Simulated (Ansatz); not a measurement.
CH7OPSi, SMILES `OC[SiH2]P`. The species carries charge 0 and has multiplicity 1.

```xyz
11

O     0.4474    1.8058    0.2594
C     1.0140    0.5426    0.5658
Si   -0.2614   -0.8594    0.5936
P    -1.4853   -0.9625   -1.3018
H    -0.0038    1.7354   -0.5868
H     1.8351    0.2877   -0.1200
H     1.4589    0.6359    1.5608
H     0.4323   -2.1678    0.7516
H    -1.2236   -0.6770    1.7123
H    -1.8416    0.4146   -1.2723
H    -0.3720   -0.7552   -2.1626
```

(1) What are the harmonic wavenumbers in cm⁻¹ at PBE0-D4/def2-TZVP (Ansatz, finite differences of forces, unscaled)? (Best estimate.)

(2) Is this a minimum?

(3) Give the ideal-gas thermochemistry at 298.15 K and 1 bar (rigid rotor, harmonic oscillator; point group C1, symmetry number 1).

(4) Rotational constants (cm⁻¹)?

Answers

(1) The calculation gave: 84, 148, 153, 272, 305, 432, 442, 575, 604, 681, 782, 811, 862, 922, 1073, 1095, 1157, 1287, 1381, 1461, 2211, 2226, 2391, 2403, 3000, 3089, 3839.

(2) Yes, all 27 modes are real.

(3) Zero-point energy 201.5 kJ/mol; H(298) − E = 222.7 kJ/mol; entropy 344.3 J/(mol·K), of which translation 165.5, rotation 111.8, vibration 66.9; G(298) − E = 120.0 kJ/mol. Modes under 100 cm⁻¹ are hindered rotations or soft bends, so the harmonic entropy is rough.

(4) 0.2256, 0.08035, 0.06422.
